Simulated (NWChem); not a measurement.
The numbers come from NWChem runs, not from measurements. System: iodine monochloride (ClI), charge 0, spin multiplicity 1, at a geometry optimised with B3LYP/def2-SVP with def2 effective core potentials on I. Level: CR-EOMCCSD(T)/def2-SVPD with def2 effective core potentials on I, 9 core orbitals frozen.

NWChem printed:

```
             Northwest Computational Chemistry Package (NWChem) 7.3.0
             --------------------------------------------------------

                                NWChem Input Module
                                -------------------

 Scaling coordinates for geometry "geometry" by  1.889725989
 (inverse scale =  0.529177249)

 Turning off AUTOSYM since
 SYMMETRY directive was detected!

                             Geometry "geometry" -> ""
                             -------------------------

 Output coordinates in angstroms (scale by  1.889725989 to convert to a.u.)

  No.       Tag          Charge          X              Y              Z
 ---- ---------------- ---------- -------------- -------------- --------------
    1 Cl                  17.0000     0.00000000     0.00000000     1.80751800
    2 I                   53.0000     0.00000000     0.00000000    -0.57977000

 Effective nuclear repulsion energy (a.u.)     199.7198081458

            Nuclear Dipole moment (a.u.)
            ----------------------------
        X                 Y               Z
 ---------------- ---------------- ----------------
     0.0000000000     0.0000000000    -0.0000075589

      Symmetry information
      --------------------

 Group name             C2v
 Group number             16
 Group order               4
 No. of unique centers     2

      Symmetry unique atoms

     1    2


 Summary of "ao basis" -> "" (spherical)
 ------------------------------------------------------------------------------
       Tag                 Description            Shells   Functions and Types
 ---------------- ------------------------------  ------  ---------------------
 *                         def2-svpd                  on all atoms

 Summary of "ao basis" -> "ao basis" (spherical)
 ------------------------------------------------------------------------------
       Tag                 Description            Shells   Functions and Types
 ---------------- ------------------------------  ------  ---------------------
 Cl                        def2-svpd                11       27   5s4p2d
 I                         def2-svpd                13       35   5s5p3d

                                 NWChem SCF Module
                                 -----------------

  ao basis        = "ao basis"
  functions       =    62
  atoms           =     2
  closed shells   =    21
  open shells     =     0
  charge          =   0.00
  wavefunction    = RHF
  use symmetry    = T
  symmetry adapt  = T

 Summary of "ao basis" -> "ao basis" (spherical)
 ------------------------------------------------------------------------------
       Tag                 Description            Shells   Functions and Types
 ---------------- ------------------------------  ------  ---------------------
 Cl                        def2-svpd                11       27   5s4p2d
 I                         def2-svpd                13       35   5s5p3d

      Symmetry analysis of basis
      --------------------------

        a1         29
        a2          5
        b1         14
        b2         14

 Forming initial guess at       0.1s

      Superposition of Atomic Density Guess
      -------------------------------------

 Sum of atomic energies:        -806.45624691

      Non-variational initial energy
      ------------------------------

 Total energy =    -756.010203
 1-e energy   =   -1340.148500
 2-e energy   =     489.930840
 HOMO         =      -0.317387
 LUMO         =      -0.150826

      Symmetry analysis of molecular orbitals - initial
      -------------------------------------------------

 !! scf_movecs_sym_adapt:   38 vectors were symmetry contaminated

  Symmetry fudging

 !! scf_movecs_sym_adapt:   34 vectors were symmetry contaminated

  Numbering of irreducible representations:

     1 a1          2 a2          3 b1          4 b2

  Orbital symmetries:

     1 a1          2 a1          3 a1          4 b1          5 b2
     6 a1          7 a1          8 b2          9 b1         10 a1
    11 b1         12 b2         13 a2         14 a1         15 a1
    16 a1         17 a1         18 b2         19 b1         20 b2
    21 b1         22 a1         23 a1         24 b1         25 b2
[...]
 Excited state root  1
 Excitation energy / hartree =        0.298596803092851
                   / eV      =        8.125235883153282
 largest EOMCCSD amplitudes: R1 and R2

 Singles contributions
    24b1  (alpha) ---    21b2  (alpha)        0.1075484141
    25b2  (alpha) ---    20b1  (alpha)        0.1075484141

 Doubles contributions
    22a1  (alpha)    22a1  (beta ) ---    18b1  (alpha)    19b2  (beta )       -0.1815863230
    22a1  (alpha)    22a1  (beta ) ---    18b1  (alpha)    21b2  (beta )       -0.1801308086
    22a1  (alpha)    22a1  (beta ) ---    20b1  (alpha)    19b2  (beta )       -0.1801308086
    22a1  (alpha)    22a1  (beta ) ---    20b1  (alpha)    21b2  (beta )        0.5712005582
    22a1  (alpha)    23a1  (beta ) ---    20b1  (alpha)    21b2  (beta )        0.1206932424
    23a1  (alpha)    22a1  (beta ) ---    20b1  (alpha)    21b2  (beta )        0.1206932424
    22a1  (alpha)    22a1  (beta ) ---    19b2  (alpha)    18b1  (beta )       -0.1815863230
    22a1  (alpha)    22a1  (beta ) ---    19b2  (alpha)    20b1  (beta )       -0.1801308086
    22a1  (alpha)    22a1  (beta ) ---    21b2  (alpha)    18b1  (beta )       -0.1801308086
    22a1  (alpha)    22a1  (beta ) ---    21b2  (alpha)    20b1  (beta )        0.5712005582
    22a1  (alpha)    23a1  (beta ) ---    21b2  (alpha)    20b1  (beta )        0.1206932424
    23a1  (alpha)    22a1  (beta ) ---    21b2  (alpha)    20b1  (beta )        0.1206932424
======= CR-EOMCCSD(T) calculation ======
corresponding R0 value =     0.000000

CR-EOMCCSD(T) Intermediates cpu wall time             1.6            1.6
 creom_N i2_1 nr of boxes                   168
 creom_N i2_2 nr of boxes                   168
 creom_N i2_3 nr of boxes                   168
 creom_N i2_4 nr of boxes                   168

CR-EOMCCSD(T) triples loop cpu wall             4.5            4.5

 CR-EOMCCSD(T)  total energy / hartree       =      -756.068002280165274
 CR-EOMCCSD(T)  excitation energy (eV)       =      6.13040

 =========================================
 Excited-state calculation ( b1  symmetry)
 =========================================
 Dim. of EOMCC iter. space      500

 EOMCCSD SOLVER TYPE  1
  maxdiff =   0.36938735270099743

 No. of initial right vectors    1

 EOM-CCSD right-hand side iterations
 --------------------------------------------------------------
      Residuum       Omega / hartree  Omega / eV    Cpu    Wall
 --------------------------------------------------------------

 Iteration   1 using    1 trial vectors
   0.4861044160758   0.1933850247870    5.26228     1.0     1.0

 Iteration   2 using    2 trial vectors
   0.1032789132925   0.1073951520266    2.92237     0.6     0.6

 Iteration   3 using    3 trial vectors
   0.0479478871957   0.1014388784050    2.76029     0.7     0.7

 Iteration   4 using    4 trial vectors
   0.0204876061654   0.0994100106475    2.70509     0.7     0.7

 Iteration   5 using    5 trial vectors
   0.0088808636142   0.0990300863042    2.69475     0.6     0.6

 Iteration   6 using    6 trial vectors
   0.0066661668891   0.0988518150023    2.68990     0.6     0.6

 Iteration   7 using    7 trial vectors
   0.0047391186488   0.0988589992928    2.69009     0.6     0.6

 Iteration   8 using    8 trial vectors
   0.0019293597750   0.0988539201740    2.68995     0.6     0.6

 Iteration   9 using    9 trial vectors
   0.0006511547783   0.0988557171756    2.69000     0.6     0.6

 Iteration  10 using   10 trial vectors
   0.0001956686188   0.0988549599014    2.68998     0.6     0.6

 Iteration  11 using   11 trial vectors
   0.0000579376075   0.0988537116163    2.68995     0.6     0.6

 Iteration  12 using   12 trial vectors
   0.0000192739430   0.0988538649028    2.68995     0.6     0.6

 Iteration  13 using   13 trial vectors
   0.0000068500173   0.0988538530963    2.68995     0.6     0.6
 --------------------------------------------------------------
 Iterations converged
 ------------------

 Excited state root  1
 Excitation energy / hartree =        0.098853853096268
                   / eV      =        2.689951352613763
 largest EOMCCSD amplitudes: R1 and R2

 Singles contributions
    22a1  (alpha) ---    20b1  (alpha)        0.9149375441
    23a1  (alpha) ---    20b1  (alpha)        0.1873320507

 Doubles contributions
======= CR-EOMCCSD(T) calculation ======
corresponding R0 value =     0.000000

CR-EOMCCSD(T) Intermediates cpu wall time             1.4            1.4
 creom_N i2_1 nr of boxes                   168
 creom_N i2_2 nr of boxes                   168
 creom_N i2_3 nr of boxes                   168
 creom_N i2_4 nr of boxes                   168

CR-EOMCCSD(T) triples loop cpu wall             4.6            4.6

 CR-EOMCCSD(T)  total energy / hartree       =      -756.199209277676118
 CR-EOMCCSD(T)  excitation energy (eV)       =      2.56007

 =========================================
 Excited-state calculation ( b2  symmetry)
 =========================================
 Dim. of EOMCC iter. space      500

 EOMCCSD SOLVER TYPE  1
  maxdiff =   0.36938735270098888

 No. of initial right vectors    1

 EOM-CCSD right-hand side iterations
 --------------------------------------------------------------
      Residuum       Omega / hartree  Omega / eV    Cpu    Wall
 --------------------------------------------------------------

 Iteration   1 using    1 trial vectors
   0.4861044160758   0.1933850247870    5.26228     0.8     0.8

 Iteration   2 using    2 trial vectors
   0.1032789132925   0.1073951520266    2.92237     0.6     0.6

 Iteration   3 using    3 trial vectors
   0.0479478871957   0.1014388784050    2.76029     0.6     0.6

 Iteration   4 using    4 trial vectors
   0.0204876061654   0.0994100106475    2.70509     0.5     0.5

 Iteration   5 using    5 trial vectors
   0.0088808636142   0.0990300863042    2.69475     0.6     0.6

 Iteration   6 using    6 trial vectors
   0.0066661668891   0.0988518150023    2.68990     0.6     0.6

 Iteration   7 using    7 trial vectors
   0.0047391186488   0.0988589992928    2.69009     0.6     0.6

 Iteration   8 using    8 trial vectors
   0.0019293597750   0.0988539201740    2.68995     0.6     0.6

 Iteration   9 using    9 trial vectors
   0.0006511547783   0.0988557171756    2.69000     0.6     0.6

 Iteration  10 using   10 trial vectors
   0.0001956686188   0.0988549599014    2.68998     0.6     0.6

 Iteration  11 using   11 trial vectors
   0.0000579376075   0.0988537116163    2.68995     0.6     0.6

 Iteration  12 using   12 trial vectors
   0.0000192739430   0.0988538649028    2.68995     0.6     0.6

 Iteration  13 using   13 trial vectors
   0.0000068500173   0.0988538530963    2.68995     0.6     0.6
 --------------------------------------------------------------
 Iterations converged
 ------------------

 Excited state root  1
 Excitation energy / hartree =        0.098853853096264
                   / eV      =        2.689951352613656
 largest EOMCCSD amplitudes: R1 and R2

 Singles contributions
    22a1  (alpha) ---    21b2  (alpha)        0.9149375441
    23a1  (alpha) ---    21b2  (alpha)        0.1873320507

 Doubles contributions
======= CR-EOMCCSD(T) calculation ======
corresponding R0 value =     0.000000

CR-EOMCCSD(T) Intermediates cpu wall time             1.4            1.4
 creom_N i2_1 nr of boxes                   168
 creom_N i2_2 nr of boxes                   168
 creom_N i2_3 nr of boxes                   168
 creom_N i2_4 nr of boxes                   168

CR-EOMCCSD(T) triples loop cpu wall             4.6            4.6

 CR-EOMCCSD(T)  total energy / hartree       =      -756.199209277676118
 CR-EOMCCSD(T)  excitation energy (eV)       =      2.56007

 Task  times  cpu:       84.0s     wall:       84.0s

 Total times  cpu:       84.0s     wall:       84.0s
```

### Question
Write an NWChem input that would produce this output.

### Answer
This is not unique; one that fits is 
```
start mol
memory heap 100 mb stack 700 mb global 1900 mb
geometry units angstroms nocenter noautoz
  Cl     0.000000     0.000000     1.807518
  I      0.000000     0.000000    -0.579770
  symmetry group C2v
end
basis spherical
  * library def2-svpd
end
ecp
  I library def2-ecp
end
scf
  rhf
  nopen 0
  maxiter 100
  thresh 1e-7
  semidirect memsize 60000000 filesize 0
end
tce
  freeze core 9
  creomsd(t)
  nroots 1
  2eorb
  2emet 13
  thresh 1e-5
  maxiter 200
  tilesize 24
end
task tce energy
```
